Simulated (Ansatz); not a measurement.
`Cl[BH][ZnH]` and `BBCl` differ in one atom or group.

Ansatz, PBE0-D4/def2-TZVP geometries, multiplicity 1. 

Scalar relativity is left out up to krypton.

```json
{"property": "size of the dipole moment (ωB97M-V/def2-TZVPP) / D", "`Cl[BH][ZnH]`": "0.58"}
{"property": "LUMO energy (PBE0/def2-TZVPP) / eV", "`Cl[BH][ZnH]`": "-2.36"}
{"property": "HOMO–LUMO gap (B3LYP/def2-TZVPP) / eV", "`Cl[BH][ZnH]`": "4.27"}
{"property": "LUMO energy (PBE/def2-TZVPP) / eV", "`Cl[BH][ZnH]`": "-3.28"}
{"property": "HOMO–LUMO gap (PBE0/def2-TZVPP) / eV", "`Cl[BH][ZnH]`": "4.64"}
{"property": "LUMO energy (ωB97M-V/def2-TZVPP) / eV", "`Cl[BH][ZnH]`": "-0.48"}
```

Q: What does the change do to each property? (An estimate is asked.)

A: The calculation gave: 
```json
{"property": "size of the dipole moment (ωB97M-V/def2-TZVPP) / D", "`BBCl`": "0.77", "shift": "0.19"}
{"property": "LUMO energy (PBE0/def2-TZVPP) / eV", "`BBCl`": "-2.10", "shift": "0.26"}
{"property": "HOMO–LUMO gap (B3LYP/def2-TZVPP) / eV", "`BBCl`": "5.58", "shift": "1.31"}
{"property": "LUMO energy (PBE/def2-TZVPP) / eV", "`BBCl`": "-3.13", "shift": "0.15"}
{"property": "HOMO–LUMO gap (PBE0/def2-TZVPP) / eV", "`BBCl`": "6.01", "shift": "1.37"}
{"property": "LUMO energy (ωB97M-V/def2-TZVPP) / eV", "`BBCl`": "-0.13", "shift": "0.35"}
```

With PBE0 the HOMO falls by 1.10 eV and the LUMO rises by 0.26 eV, so the gap widens by about 1.36 eV. PBE moves the HOMO by -0.88 eV and ωB97M-V by -1.23 eV. The zero-point energy changes by 35.7 kJ/mol with +3 modes. Dipoles are sizes alone; their direction can turn.

B3LYP here is the variant with VWN-RPA as its local correlation; programs differ in this.
